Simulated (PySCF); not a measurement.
C₂H₉BeNSi, SMILES [Be]([N](C)C)[SiH3].

The structure is a stationary point at TPSSh-D3(BJ)/def2-SVP. The structure was generated by enumeration; whether it is a known compound was not checked. Other conformers were not sampled.

Vertical ionisation energy (IE) and electron affinity (EA) in eV. Rows of orbital energies are one-electron estimates. Where ΔSCF, EOM or ADC give a negative EA the extra electron is unbound and the value depends on the basis.

| level | IE | EA |
|---|---|---|
| −ε(HOMO), −ε(LUMO), r2SCAN/def2-TZVP (PySCF) | 5.47 | 1.28 |
| −ε(HOMO), −ε(LUMO), PBE/def2-TZVP (PySCF) | 5.28 | 1.57 |
